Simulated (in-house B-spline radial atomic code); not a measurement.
Atomic self-consistent-field run: Ar+. Level of theory: scalar-relativistic (X2C) PBE, spherical fractional occupations, Fermi nucleus of rms radius 3.4274 fm, inside a hard spherical wall at 2.09 bohr; calculated with an all-electron radial atomic-structure program (B-spline basis).

Command:
```bash
python run_scf.py task.json out
```
Settings (nuclear radius in fm, mass in u):
```
Z                18
configuration    [He] 2s2 2p5 3s2 3p5 3d1
hamiltonian      x2c
method           pbe,pbe
spin_polarised   False
nucleus          fermi
rms_radius       3.4274
atomic_mass      39.96238
speed_of_light   137.035999084
wall_radius      2.09
```

Output (hartree, bohr):
```
 radial grid: 60 intervals, B-splines of order 8, outer radius 2.09 bohr

 iter        energy (Eh)    residual
    1        -514.728632    2.53e-01
    2        -515.235304    6.44e-02
    3        -515.286427    2.17e-02
    4        -515.292081    7.27e-03
    5        -515.292709    2.40e-03
    6        -515.292787    4.04e-05
    7        -515.292787    9.76e-07
    8        -515.292787    5.32e-08

 total energy                      -515.29279
 kinetic                             538.2551
 electron-nucleus                  -1251.9508
 Hartree                             229.1553
 exchange-correlation                -30.7524

 orbital      occ     eigenvalue          <r>       <r^2>       <1/r>     <1/r^2>       <r^4>       r_max
 1s         2.000      -115.2786    0.0854868  0.00984454     17.8186     660.789 0.000250589     0.05582
 2s         2.000       -11.0996     0.408837    0.198339     3.61961     56.6554    0.070434      0.3356
 2p         5.000        -8.7070     0.369516    0.169418     3.51045     17.1395   0.0605188      0.2771
 3s         2.000        -0.4811      1.11606     1.37547     1.23004     9.56468     2.47858       1.095
 3p         5.000         0.1836      1.12312     1.40018     1.18027     2.99106     2.58154       1.121
 3d         1.000         1.1753      1.10451     1.34274     1.03096     1.27276     2.42899       1.091
```

Cost of the run: 0.07 s on 1 thread of Arm Neoverse V1, on a shared host.
